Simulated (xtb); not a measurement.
Cl₄Ti, charge -1, doublet, geometry from GFN2-xTB (such geometries of metal compounds can be far from the true shape) (the multiplicity is a formal guess), atoms displaced at random by about 0.1 Å a coordinate; GFN2-xTB in xtb.

The xtb input:
```
$ xtb mol.xyz --gfn 2 --chrg -1 --uhf 1 --opt --input xcontrol --json

# file mol.xyz
5

Ti     0.07987561     0.02138387    -0.02866883
Cl     1.83774828    -0.61700447    -1.14284663
Cl     0.57915104     0.66629649     2.10813113
Cl    -1.22136638     1.84815014    -1.00143554
Cl    -1.38143137    -1.77328381     0.35000474

# file xcontrol
$opt
  engine=lbfgs
$end
```

Q: What does xtb print? Leave out banner, timings and long lists.

A: 
```
   ID    Z sym.   atoms
    1   22 Ti     1
    2   17 Cl     2-5

           -------------------------------------------------
          |                Calculation Setup                |
           -------------------------------------------------

           -------------------------------------------------
          |                 G F N 2 - x T B                 |
           -------------------------------------------------

          ...................................................
          :                      SETUP                      :
          :.................................................:
          :  # basis functions                  50          :
          :  # atomic orbitals                  45          :
          :  # shells                           15          :
          :  # electrons                        33          :
          :  max. iterations                   250          :
          :  Hamiltonian                  GFN2-xTB          :
          :  restarted?                      false          :
          :  GBSA solvation                  false          :
          :  PC potential                    false          :
          :  electronic temp.          300.0000000     K    :
          :  accuracy                    1.0000000          :
          :  -> integral cutoff          0.2500000E+02      :
          :  -> integral neglect         0.1000000E-07      :
          :  -> SCF convergence          0.1000000E-05 Eh   :
          :  -> wf. convergence          0.1000000E-03 e    :
          :  Broyden damping             0.4000000          :
          :  net charge                         -1          :
          :  unpaired electrons                  1          :
          ...................................................

 iter      E             dE          RMSdq      gap      omega  full diag
   1    -20.3121254 -0.203121E+02  0.396E+00    0.02       0.0  T
   2    -20.3148896 -0.276416E-02  0.273E+00    0.01       1.0  T
   3    -20.3158459 -0.956331E-03  0.763E-01    0.01       1.0  T
   4    -20.3160100 -0.164109E-03  0.404E-01    0.01       1.0  T
   5    -20.3161004 -0.904515E-04  0.153E-01    0.01       1.0  T
   6    -20.3161165 -0.160650E-04  0.632E-02    0.01       1.0  T
   7    -20.3161202 -0.364465E-05  0.287E-02    0.01       1.6  T
   8    -20.3161203 -0.189517E-06  0.120E-02    0.01       3.7  T
   9    -20.3161205 -0.160377E-06  0.853E-03    0.01       5.2  T
  10    -20.3161207 -0.218282E-06  0.247E-03    0.01      18.1  T
  11    -20.3161207 -0.992171E-08  0.156E-03    0.01      28.7  T
  12    -20.3161207 -0.264157E-08  0.557E-04    0.01      80.3  T
  13    -20.3161207 -0.417167E-09  0.208E-04    0.01     214.8  T

   *** convergence criteria satisfied after 13 iterations ***

         :::::::::::::::::::::::::::::::::::::::::::::::::::::
         ::                     SUMMARY                     ::
         :::::::::::::::::::::::::::::::::::::::::::::::::::::
         :: total energy             -20.302631510020 Eh    ::
         :: gradient norm              0.042876295236 Eh/a0 ::
         :: HOMO-LUMO gap              0.009192393776 eV    ::
         ::.................................................::
         :: SCC energy               -20.316113344000 Eh    ::
         :: -> isotropic ES            0.131731210079 Eh    ::
         :: -> anisotropic ES         -0.007367286938 Eh    ::
         :: -> anisotropic XC         -0.007812883485 Eh    ::
         :: -> dispersion             -0.005764556796 Eh    ::
         :: repulsion energy           0.013481833980 Eh    ::
         :: add. restraining           0.000000000000 Eh    ::
         :: total charge              -1.000000000000 e     ::
         :::::::::::::::::::::::::::::::::::::::::::::::::::::

      -----------------------------------------------------------
     |                       L-ANC optimizer                     |
[...]
 * total energy  :   -20.3131743 Eh     change       -0.1054282E-01 Eh
 * total energy  :   -20.3135682 Eh     change       -0.3939123E-03 Eh
 * total energy  :   -20.3136529 Eh     change       -0.8468325E-04 Eh
 * total energy  :   -20.3136705 Eh     change       -0.1759636E-04 Eh
 * total energy  :   -20.3136711 Eh     change       -0.5970663E-06 Eh
   *** GEOMETRY OPTIMIZATION CONVERGED AFTER 5 CYCLES ***
         :: total energy             -20.313671118873 Eh    ::
[...]
         7        2.0000           -0.3165810              -8.6146
         8        2.0000           -0.3164896              -8.6121
         9        2.0000           -0.3013743              -8.2008
        10        2.0000           -0.3013536              -8.2002
        11        2.0000           -0.2998031              -8.1581
        12        2.0000           -0.2996734              -8.1545
        13        2.0000           -0.2996298              -8.1533
        14        2.0000           -0.2959588              -8.0534
        15        2.0000           -0.2959232              -8.0525
        16        2.0000           -0.2958477              -8.0504
        17        0.5045           -0.1671474              -4.5483 (HOMO)
        18        0.4955           -0.1671135              -4.5474 (LUMO)
        19                         -0.1430271              -3.8920
        20                         -0.1428913              -3.8883
        21                         -0.1428183              -3.8863
        22                          0.1480603               4.0289
        23                          0.1795262               4.8852
        24                          0.1795315               4.8853
        25                          0.1795424               4.8856
        26                          0.1797615               4.8916
        27                          0.1797617               4.8916
        28                          0.1800053               4.8982
       ...                                ...                  ...
        45                          0.9095459              24.7500
      -------------------------------------------------------------
                  HL-Gap            0.0000339 Eh            0.0009 eV
             Fermi-level           -0.1993140 Eh           -5.4236 eV

     #   Z          covCN         q      C6AA      α(0)
     1  22 Ti       3.034     0.706   106.740    25.229
     2  17 Cl       0.759    -0.427   112.909    16.254
     3  17 Cl       0.759    -0.426   112.888    16.252
     4  17 Cl       0.759    -0.427   112.922    16.255
     5  17 Cl       0.759    -0.427   112.911    16.254

 Mol. C6AA /au·bohr⁶  :       2694.921054
 Mol. C8AA /au·bohr⁸  :     143024.308702
 Mol. α(0) /au        :         90.244362

Wiberg/Mayer (AO) data.
largest (>0.10) Wiberg bond orders for each atom

 ---------------------------------------------------------------------------
     #   Z sym  total        # sym  WBO       # sym  WBO       # sym  WBO
 ---------------------------------------------------------------------------
     1  22 Ti   3.617 --     3 Cl   0.905     2 Cl   0.904     5 Cl   0.904
                             4 Cl   0.904
     2  17 Cl   1.011 --     1 Ti   0.904
     3  17 Cl   1.012 --     1 Ti   0.905
     4  17 Cl   1.010 --     1 Ti   0.904
     5  17 Cl   1.011 --     1 Ti   0.904
 ---------------------------------------------------------------------------

Topologies differ in total number of bonds
Writing topology from bond orders to xtbtopo.mol

molecular dipole:
                 x           y           z       tot (Debye)
 q only:        0.044      -0.052      -0.103
   full:        0.044      -0.051      -0.103       0.312
molecular quadrupole (traceless):
                xx          xy          yy          xz          yz          zz
 q only:        0.030       0.027      -0.033       0.016      -0.010       0.003
  q+dip:        0.034       0.028      -0.042       0.020      -0.011       0.008
   full:        0.032       0.028      -0.042       0.020      -0.009       0.010

optimized geometry written to: xtbopt.xyz

           -------------------------------------------------
          | TOTAL ENERGY              -20.313671118873 Eh   |
          | GRADIENT NORM               0.000626366526 Eh/α |
          | HOMO-LUMO GAP               0.000921654663 eV   |
           -------------------------------------------------

normal termination of xtb
```
